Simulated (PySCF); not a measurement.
## How methods differ on the ionisation energy of Te²⁺

Te²⁺ [Kr] 4d10 5s2 5p2 (3P) → Te³⁺ [Kr] 4d10 5s2 5p1 (2P), as a difference of total energies. All numbers are calculated (PySCF 2.14, scalar relativity by spin-free X2C-1e, in aug-cc-pwCVTZ-DK3 with one added diffuse shell each of s, p, d, f type (11s10p8d5f1g, 125 functions)). Correlated levels: valence: [Kr] 4d10 frozen; valence and next inner shell: [Ar] 3d10 frozen. The calculations carry no spin-orbit coupling.

```tsv
method	ionisation energy (eV)
UHF	26.957
LDA	27.719
PBE	27.485
PBE0	27.555
r2SCAN	27.680
PBEsol	27.541
CAM-B3LYP	27.592
wB97M-V	27.411
MP2 (valence)	27.302
SCS-MP2 (valence)	27.238
MP2 (valence and next inner shell)	27.575
SCS-MP2 (valence and next inner shell)	27.437
```

A first-order spin-orbit estimate (lowest level to lowest level, LS coupling) adds -0.075 eV.

Errors of the correlated levels include the incompleteness of this basis and the frozen core.

Question: Which method comes closest to the reference value, and which is furthest?

Answer: The reference is 27.84 ± 0.04 eV (measured; NIST Atomic Spectra Database, ionization energies). Closest: LDA (error -0.196 eV); furthest: UHF (error -0.958 eV), both after the spin-orbit estimate.
